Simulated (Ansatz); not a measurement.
Geometry optimisation, Ansatz, RKS LDA/STO-3G.

The input (input.yaml):

```yaml
crystal:
  periodic: [false, false, false]
  atoms:
    - { symbol: C, position_ang: [-0.9266, 1.1268, 0.0983] }
    - { symbol: C, position_ang: [-0.0402, 0.237, 0.8393] }
    - { symbol: Al, position_ang: [1.1099, -0.777, -0.4287] }
    - { symbol: O, position_ang: [0.4716, -1.8675, -1.6834] }
    - { symbol: H, position_ang: [-1.6289, 0.5825, -0.6132] }
    - { symbol: H, position_ang: [-1.614, 1.7354, 0.8095] }
    - { symbol: H, position_ang: [-0.3661, 1.9137, -0.4994] }
    - { symbol: H, position_ang: [-0.5917, -0.4683, 1.4286] }
    - { symbol: H, position_ang: [0.6079, 0.8485, 1.5698] }
    - { symbol: H, position_ang: [2.7317, -0.6318, -0.292] }
    - { symbol: H, position_ang: [0.3117, -2.7563, -1.2083] }
basis:
  gaussian: { orbitals: STO-3G }
hamiltonian:
  xc: lda
relax:
  f_tol: 0.02
  max_steps: 40
scf:
  lower_state_search: "off"
```

Run as:

```bash
$ ansatz run input.yaml --threads 1 --pin off --max-ram 2048MiB --backend cpu --events-out ev --progress --plain --runs-dir out
```

Q: Where does it end, and by what steps?

A: The forces met the threshold. Limits of this set-up: minimal basis. After 9 steps the energy has fallen by 1.141 eV; H11 moved furthest, 0.75 Å.

| step | energy less start (eV) | largest force component (eV/Å) | accepted |
| --- | --- | --- | --- |
| 0 | 0.0000 | 4.071 | yes |
| 1 | -0.5469 | 1.460 | yes |
| 2 | -0.6842 | 2.054 | yes |
| 3 | -0.8913 | 1.361 | yes |
| 4 | -1.0525 | 0.740 | yes |
| 5 | -1.1291 | 0.222 | yes |
| 6 | -1.1391 | 0.086 | yes |
| 7 | -1.1412 | 0.039 | yes |
| 8 | -1.1413 | 0.035 | yes |
| 9 | -1.1415 | 0.009 | yes |

```xyz
11
Properties=species:S:1:pos:R:3
C -0.901 1.116 0.050
C 0.005 0.106 0.790
Al 1.261 -0.749 -0.381
O 0.761 -2.104 -1.271
H -1.494 0.626 -0.740
H -1.614 1.606 0.736
H -0.308 1.914 -0.427
H -0.641 -0.636 1.288
H 0.536 0.641 1.594
H 2.677 -0.313 -0.621
H -0.216 -2.262 -0.997
```

Whether the end is a true minimum wasn't checked by a vibrational analysis.

The run took 11 s on 1 thread of Arm Neoverse V2, with other jobs on the host, peak memory 0.11 GiB.
